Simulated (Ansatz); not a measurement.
These are PBE0-D3(BJ)/def2-TZVP (Ansatz, an electronic-structure program) values and carry that method's errors. No frequencies were computed at this level.

Ansatz 0.2 input:
```yaml
crystal:
  periodic: [false, false, false]
  atoms:
    - { symbol: Si, position_ang: [1.538259, -0.267346, 0.312034] }
    - { symbol: N, position_ang: [0.026662, 0.576174, 0.367171] }
    - { symbol: Si, position_ang: [-1.540529, 0.038211, -0.136814] }
    - { symbol: H, position_ang: [2.566208, 0.744677, 0.560629] }
    - { symbol: H, position_ang: [1.616237, -1.322329, 1.330801] }
    - { symbol: H, position_ang: [1.647998, -0.85773, -1.019105] }
    - { symbol: H, position_ang: [0.012968, 1.36273, 0.996552] }
    - { symbol: H, position_ang: [-2.38193, 1.235766, -0.160791] }
    - { symbol: H, position_ang: [-1.380871, -0.557167, -1.460658] }
    - { symbol: H, position_ang: [-2.104994, -0.952983, 0.788319] }
basis:
  gaussian: { orbitals: def2-tzvp }
hamiltonian:
  xc: pbe0
  dispersion: d3bj
relax:
  max_steps: 150
```

Output:

```
Functional definition: PBE0
999 factors; their error is unknown
mean field evaluation 1: about -17346.5137 eV, gradient 5.7e1 eV
mean field evaluation 2: about -17335.6245 eV, gradient 8.6e1 eV
mean field evaluation 4: about -17352.6556 eV, gradient 1.0e0 eV
mean field evaluation 8: about -17352.7302 eV, gradient 1.7e-1 eV
mean field -17352.73027429 eV, -637.7010754770 hartree, gradient 3.7e-5 eV, S^2 0.000000; 0 other end points of the search recorded, 0 dependent functions left out
reference -17352.73030937 eV, -637.7010767662 hartree; 21, 21 occupied and 126, 126 virtual orbitals, 999 factors
relax step   1: F+E_penalty+E_count = -17352.90694218 eV  Δ(F+E_penalty+E_count) = +0.000e0 eV  max|allowed force component| = 7.646e-1 eV/Å  Δτ_max = 0.0000 Å  (23 SCF iters, accepted)
these checks for a lower state are left out or cut short: starts, cluster_reference, orbital_swaps, neighbouring_geometries, increment
999 factors; their error is unknown
mean field evaluation 16: about -17352.7048 eV, gradient 2.3e0 eV
mean field -17352.78765936 eV, -637.7031843395 hartree, gradient 7.5e-6 eV, S^2 0.000000; 0 other end points of the search recorded, 0 dependent functions left out
reference -17352.78769451 eV, -637.7031856313 hartree; 21, 21 occupied and 126, 126 virtual orbitals, 999 factors
relax step   2: F+E_penalty+E_count = -17352.96273717 eV  Δ(F+E_penalty+E_count) = -5.579e-2 eV  max|allowed force component| = 1.878e-1 eV/Å  Δτ_max = 0.0600 Å  (29 SCF iters, accepted)
these checks for a lower state are left out or cut short: starts, cluster_reference, orbital_swaps, neighbouring_geometries, increment
999 factors; their error is unknown
mean field -17352.79124917 eV, -637.7033162628 hartree, gradient 7.3e-6 eV, S^2 0.000000; 0 other end points of the search recorded, 0 dependent functions left out
reference -17352.79128430 eV, -637.7033175536 hartree; 21, 21 occupied and 126, 126 virtual orbitals, 999 factors
relax step   3: F+E_penalty+E_count = -17352.96641737 eV  Δ(F+E_penalty+E_count) = -3.680e-3 eV  max|allowed force component| = 5.444e-2 eV/Å  Δτ_max = 0.0164 Å  (29 SCF iters, accepted)
these checks for a lower state are left out or cut short: starts, cluster_reference, orbital_swaps, neighbouring_geometries, increment
999 factors; their error is unknown
mean field evaluation 32: about -17352.7960 eV, gradient 1.8e-1 eV
mean field -17352.79609231 eV, -637.7034942449 hartree, gradient 7.6e-6 eV, S^2 0.000000; 0 other end points of the search recorded, 0 dependent functions left out
reference -17352.79612706 eV, -637.7034955218 hartree; 21, 21 occupied and 126, 126 virtual orbitals, 999 factors
relax step   4: F+E_penalty+E_count = -17352.97170128 eV  Δ(F+E_penalty+E_count) = -5.284e-3 eV  max|allowed force component| = 1.868e-1 eV/Å  Δτ_max = 0.1236 Å  (27 SCF iters, accepted)
these checks for a lower state are left out or cut short: starts, cluster_reference, orbital_swaps, neighbouring_geometries, increment
999 factors; their error is unknown
mean field -17352.79892622 eV, -637.7035983892 hartree, gradient 2.3e-5 eV, S^2 0.000000; 0 other end points of the search recorded, 0 dependent functions left out
reference -17352.79896075 eV, -637.7035996581 hartree; 21, 21 occupied and 126, 126 virtual orbitals, 999 factors
relax step   5: F+E_penalty+E_count = -17352.97488918 eV  Δ(F+E_penalty+E_count) = -3.188e-3 eV  max|allowed force component| = 1.807e-1 eV/Å  Δτ_max = 0.1953 Å  (27 SCF iters, accepted)
these checks for a lower state are left out or cut short: starts, cluster_reference, orbital_swaps, neighbouring_geometries, increment
999 factors; their error is unknown
mean field -17352.80147176 eV, -637.7036919360 hartree, gradient 6.6e-6 eV, S^2 0.000000; 0 other end points of the search recorded, 0 dependent functions left out
reference -17352.80150628 eV, -637.7036932046 hartree; 21, 21 occupied and 126, 126 virtual orbitals, 999 factors
relax step   6: F+E_penalty+E_count = -17352.97734342 eV  Δ(F+E_penalty+E_count) = -2.454e-3 eV  max|allowed force component| = 3.668e-2 eV/Å  Δτ_max = 0.0319 Å  (28 SCF iters, accepted)
these checks for a lower state are left out or cut short: starts, cluster_reference, orbital_swaps, neighbouring_geometries, increment
999 factors; their error is unknown
mean field -17352.80190554 eV, -637.7037078769 hartree, gradient 7.1e-6 eV, S^2 0.000000; 0 other end points of the search recorded, 0 dependent functions left out
reference -17352.80194038 eV, -637.7037091572 hartree; 21, 21 occupied and 126, 126 virtual orbitals, 999 factors
relax step   7: F+E_penalty+E_count = -17352.97716386 eV  Δ(F+E_penalty+E_count) = +1.796e-4 eV  max|allowed force component| = 1.171e-1 eV/Å  Δτ_max = 0.0691 Å  (28 SCF iters, rejected (line search))
these checks for a lower state are left out or cut short: starts, cluster_reference, orbital_swaps, neighbouring_geometries, increment
999 factors; their error is unknown
mean field evaluation 64: about -17352.8024 eV, gradient 6.7e-6 eV
mean field -17352.80242638 eV, -637.7037270176 hartree, gradient 6.7e-6 eV, S^2 0.000000; 0 other end points of the search recorded, 0 dependent functions left out
reference -17352.80246099 eV, -637.7037282894 hartree; 21, 21 occupied and 126, 126 virtual orbitals, 999 factors
relax step   8: F+E_penalty+E_count = -17352.97818926 eV  Δ(F+E_penalty+E_count) = -8.458e-4 eV  max|allowed force component| = 1.131e-2 eV/Å  Δτ_max = 0.0330 Å  (27 SCF iters, accepted)
these checks for a lower state are left out or cut short: starts, cluster_reference, orbital_swaps, neighbouring_geometries, increment
999 factors; their error is unknown
mean field -17352.80336093 eV, -637.7037613617 hartree, gradient 7.2e-6 eV, S^2 0.000000; 0 other end points of the search recorded, 0 dependent functions left out
reference -17352.80339592 eV, -637.7037626475 hartree; 21, 21 occupied and 126, 126 virtual orbitals, 999 factors
relax step   9: F+E_penalty+E_count = -17352.97876422 eV  Δ(F+E_penalty+E_count) = -5.750e-4 eV  max|allowed force component| = 5.105e-2 eV/Å  Δτ_max = 0.0978 Å  (27 SCF iters, accepted)
these checks for a lower state are left out or cut short: starts, cluster_reference, orbital_swaps, neighbouring_geometries, increment
999 factors; their error is unknown
mean field -17352.80388017 eV, -637.7037804433 hartree, gradient 6.4e-6 eV, S^2 0.000000; 0 other end points of the search recorded, 0 dependent functions left out
reference -17352.80391520 eV, -637.7037817307 hartree; 21, 21 occupied and 126, 126 virtual orbitals, 999 factors
relax step  10: F+E_penalty+E_count = -17352.97938739 eV  Δ(F+E_penalty+E_count) = -6.232e-4 eV  max|allowed force component| = 2.998e-2 eV/Å  Δτ_max = 0.0218 Å  (28 SCF iters, accepted)
these checks for a lower state are left out or cut short: starts, cluster_reference, orbital_swaps, neighbouring_geometries, increment
999 factors; their error is unknown
mean field -17352.80401857 eV, -637.7037855293 hartree, gradient 6.4e-6 eV, S^2 0.000000; 0 other end points of the search recorded, 0 dependent functions left out
reference -17352.80405370 eV, -637.7037868203 hartree; 21, 21 occupied and 126, 126 virtual orbitals, 999 factors
relax step  11: F+E_penalty+E_count = -17352.97958813 eV  Δ(F+E_penalty+E_count) = -2.007e-4 eV  max|allowed force component| = 1.857e-2 eV/Å  Δτ_max = 0.0348 Å  (28 SCF iters, accepted)
these checks for a lower state are left out or cut short: starts, cluster_reference, orbital_swaps, neighbouring_geometries, increment
999 factors; their error is unknown
mean field -17352.80410515 eV, -637.7037887112 hartree, gradient 6.3e-6 eV, S^2 0.000000; 0 other end points of the search recorded, 0 dependent functions left out
reference -17352.80414035 eV, -637.7037900049 hartree; 21, 21 occupied and 126, 126 virtual orbitals, 999 factors
relax step  12: F+E_penalty+E_count = -17352.97970723 eV  Δ(F+E_penalty+E_count) = -1.191e-4 eV  max|allowed force component| = 1.884e-2 eV/Å  Δτ_max = 0.0317 Å  (28 SCF iters, accepted)
these checks for a lower state are left out or cut short: starts, cluster_reference, orbital_swaps, neighbouring_geometries, increment
999 factors; their error is unknown
mean field evaluation 96: about -17352.8042 eV, gradient 2.9e-5 eV
mean field -17352.80420122 eV, -637.7037922415 hartree, gradient 6.3e-6 eV, S^2 0.000000; 0 other end points of the search recorded, 0 dependent functions left out
reference -17352.80423649 eV, -637.7037935379 hartree; 21, 21 occupied and 126, 126 virtual orbitals, 999 factors
relax step  13: F+E_penalty+E_count = -17352.97976328 eV  Δ(F+E_penalty+E_count) = -5.605e-5 eV  max|allowed force component| = 1.893e-2 eV/Å  Δτ_max = 0.0338 Å  (28 SCF iters, accepted)
these checks for a lower state are left out or cut short: starts, cluster_reference, orbital_swaps, neighbouring_geometries, increment
999 factors; their error is unknown
mean field -17352.80420025 eV, -637.7037922061 hartree, gradient 6.2e-6 eV, S^2 0.000000; 0 other end points of the search recorded, 0 dependent functions left out
reference -17352.80423555 eV, -637.7037935031 hartree; 21, 21 occupied and 126, 126 virtual orbitals, 999 factors
relax step  14: F+E_penalty+E_count = -17352.97979660 eV  Δ(F+E_penalty+E_count) = -3.332e-5 eV  max|allowed force component| = 1.280e-2 eV/Å  Δτ_max = 0.0134 Å  (29 SCF iters, accepted)
these checks for a lower state are left out or cut short: starts, cluster_reference, orbital_swaps, neighbouring_geometries, increment
999 factors; their error is unknown
mean field -17352.80419931 eV, -637.7037921713 hartree, gradient 6.2e-6 eV, S^2 0.000000; 0 other end points of the search recorded, 0 dependent functions left out
reference -17352.80423461 eV, -637.7037934688 hartree; 21, 21 occupied and 126, 126 virtual orbitals, 999 factors
relax step  15: F+E_penalty+E_count = -17352.97981276 eV  Δ(F+E_penalty+E_count) = -1.616e-5 eV  max|allowed force component| = 9.387e-3 eV/Å  Δτ_max = 0.0126 Å  (29 SCF iters, accepted)
these checks for a lower state are left out or cut short: starts, cluster_reference, orbital_swaps, neighbouring_geometries, increment
999 factors; their error is unknown
mean field -17352.80420647 eV, -637.7037924345 hartree, gradient 6.2e-6 eV, S^2 0.000000; 0 other end points of the search recorded, 0 dependent functions left out
reference -17352.80424179 eV, -637.7037937325 hartree; 21, 21 occupied and 126, 126 virtual orbitals, 999 factors
relax step  16: F+E_penalty+E_count = -17352.97982175 eV  Δ(F+E_penalty+E_count) = -8.992e-6 eV  max|allowed force component| = 2.970e-3 eV/Å  Δτ_max = 0.0115 Å  (29 SCF iters, accepted)
999 factors; their error is unknown
mean field evaluation 128: about -17352.7346 eV, gradient 2.7e-1 eV
mean field -17352.80420647 eV, -637.7037924345 hartree, gradient 2.4e-5 eV, S^2 0.000000; 1 other end points of the search recorded, 0 dependent functions left out
reference -17352.80424179 eV, -637.7037937325 hartree; 21, 21 occupied and 126, 126 virtual orbitals, 999 factors
Total energy: -17352.97985707 eV, -637.7102474751 hartree
Atom 0 at     1.538374    -0.220904     0.294706 Å, force     0.000413     0.000480     0.001250 eV/Å
Atom 1 at    -0.029490     0.411649     0.640335 Å, force     0.000033    -0.002970    -0.002247 eV/Å
Atom 2 at    -1.526795     0.083304    -0.152160 Å, force    -0.000648     0.000585     0.001095 eV/Å
Atom 3 at     2.544200     0.872769     0.209443 Å, force    -0.000514    -0.000660     0.000509 eV/Å
Atom 4 at     2.013622    -1.175342     1.335178 Å, force    -0.000723     0.001650    -0.000732 eV/Å
Atom 5 at     1.452464    -0.929716    -1.005701 Å, force     0.000639    -0.000089    -0.000098 eV/Å
Atom 6 at    -0.088957     1.008137     1.454297 Å, force    -0.000025     0.000244     0.000338 eV/Å
Atom 7 at    -2.237283     1.347316    -0.487659 Å, force     0.000212    -0.000731     0.000615 eV/Å
Atom 8 at    -1.214789    -0.665015    -1.394547 Å, force    -0.000589     0.000032    -0.000278 eV/Å
Atom 9 at    -2.451337    -0.732196     0.684246 Å, force     0.001204     0.001459    -0.000451 eV/Å
Dipole moment:    -0.011467     0.117678     0.158762 e Å
```

Cost: very roughly 50 core-seconds.
